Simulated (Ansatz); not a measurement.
Consider the cleavage of the P–Ga bond: `[SiH3][PH][GaH][SiH3]` + `[NH2][AlH2]` → `[AlH2][NH]P[SiH3]` + `[SiH3][GaH2]`.

Program: Ansatz. Geometries: PBE0-D4/def2-TZVP. ΔE: electronic, gas phase. CBS: MP2 limit from def2 TZ/QZ plus the TZ coupled-cluster correction, frozen cores. This one scheme is used for every species. DFT in def2-TZVPP. For Ga outer-core shells are correlated without core-valence functions, which leaves a few kJ/mol of doubt a bond. Scalar relativity is left out up to krypton. Each species was taken in one conformer, which may not be the lowest.

```csv
level,ΔE (kJ/mol)
LDA (SPW92),102.0
BLYP-D4,95.9
PBE0-D4,105.3
r2SCAN0-D4,105.7
r2SCAN,106.1
r2SCAN0,105.2
MP2/def2-SVP,104.7
CCSD(T)/def2-SVP,99.5
```

(1) What does CCSD(T)/CBS give? (Best estimate.)

Largest T1 diagnostic among the species: 0.014.

Answers

(1) The calculation gave: +105.5 kJ/mol. The listed levels differ from it by -3.5, -9.6, -0.2, 0.2, 0.6, -0.3, -0.8, -6.0 kJ/mol.

Leaving LDA and LC-ωPBE aside and taking each functional with its dispersion term where it has one, the values, not all of them listed here, spread over 15.1 kJ/mol, from CAM-B3LYP-D4 to r2SCAN-D4. In def2-TZVPP, CCSD(T) changes the Hartree–Fock value by +18.3 kJ/mol (the triples alone add +2.9 kJ/mol) and MP2 by +23.9 kJ/mol. At CCSD(T), def2-SVP lies −6.0 kJ/mol from the extrapolated value and def2-TZVPP −2.8 kJ/mol.

CCSD(T)/CBS has its own doubt, a few kJ/mol and more with outer-core shells, so smaller differences from it don't rank the levels.
